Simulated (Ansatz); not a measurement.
Program: Ansatz. Geometries: PBE0-D4/def2-TZVP. ΔE: electronic, gas phase. CCSD(T)/CBS is the MP2 limit (def2-TZVPP, def2-QZVPP) plus CCSD(T) − MP2 in def2-TZVPP, frozen cores. This one scheme is used for every species. DFT in def2-TZVPP. HSE06 is defined as in plane-wave codes. For Br, Ga outer-core shells are correlated without core-valence functions, which leaves a few kJ/mol of doubt a bond. Scalar relativity is left out up to krypton. One conformer a species, not always the lowest.

Reaction (ligand exchange at a Ga–S bond): `[F][Ga]([SH])[Br]` + `CNC` → `C[N](C)[Ga]([F])[Br]` + H₂S

**Question.** Is it downhill or uphill in electronic energy at CCSD(T)/CBS, and by how much? (Estimate.)

**Answer.** Computed: Uphill: ΔE = +39.6 kJ/mol.

**Question.** What do these levels give: PBE0-D4, r2SCAN0-D4, HSE06-D4, PBE-QIDH, PBE0, r2SCANh, RPA@PBE/def2-TZVPP, CCSD(T)/def2-SVP, SCS-MP2/def2-TZVPP, CCSD(T)/def2-TZVPP, MP2/def2-QZVPP, SCS-MP2/def2-QZVPP? (Estimate.)

**Answer.** The calculation gave: PBE0-D4 51.2, r2SCAN0-D4 50.8, HSE06-D4 51.6, PBE-QIDH 47.9, PBE0 55.5, r2SCANh 51.5, RPA@PBE/def2-TZVPP 33.8, CCSD(T)/def2-SVP 34.6, SCS-MP2/def2-TZVPP 37.2, CCSD(T)/def2-TZVPP 37.6, MP2/def2-QZVPP 37.2, SCS-MP2/def2-QZVPP 38.0 kJ/mol.

Largest T1 diagnostic among the species: 0.012.

At CCSD(T), def2-SVP lies −4.9 kJ/mol from the extrapolated value and def2-TZVPP −2.0 kJ/mol. The D4 term adds −7.3 kJ/mol with B3LYP and −4.3 kJ/mol with PBE0; it sums over pairs of atoms, weighted by their polarisabilities, and B3LYP, whose exchange is more repulsive, gets the larger term. In def2-TZVPP, CCSD(T) changes the Hartree–Fock value by −19.4 kJ/mol (the triples alone add −1.4 kJ/mol) and MP2 by −20.4 kJ/mol.

B3LYP here is the variant with VWN-RPA as its local correlation; programs differ in this.
